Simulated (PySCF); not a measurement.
Compound: CH₃NTe.
SMILES with atom numbers: `[NH2:1][CH:2]=[Te:3]` (hydrogens: H4, H5 on N1; H6 on C2)

Method: PBE0-D3(BJ)/def2-SVP geometry optimisation, gas phase, def2 core potentials past Kr in PySCF.

Task: List the bond lengths and angles at this level.

Result: 
| bond | length (Å) | order |
| --- | --- | --- |
| N1–C2 | 1.327 | single |
| C2=Te3 | 2.008 | double |
| N1–H4, N1–H5 | 1.014 | single |
| C2–H6 | 1.098 | single |

Bonds in one row agree within 0.01 Å and their mean is given. Orders are formal, as drawn. A selection of angles:
| angle | degrees |
| --- | --- |
| C2–N1–H4 | 122.1 |
| C2–N1–H5 | 119.6 |
| H4–N1–H5 | 118.3 |
| N1–C2–Te3 | 126.6 |
| N1–C2–H6 | 113.5 |
| Te3–C2–H6 | 119.9 |

N1 (nitrogen bonded to C and 2 H) is planar (angles 122.1°, 119.6° and 118.3°, sum 360.0°, 0.00 Å off the plane of its three neighbours).

Point group: Cs (tolerance 0.08 Å). Whether it is a minimum is left open (no frequencies).

Conformer computed: `[NH2:1][CH:2]=[Te:3]`: H–N1–C2–Te3 180°, H–N1–C2–Te3 0°.
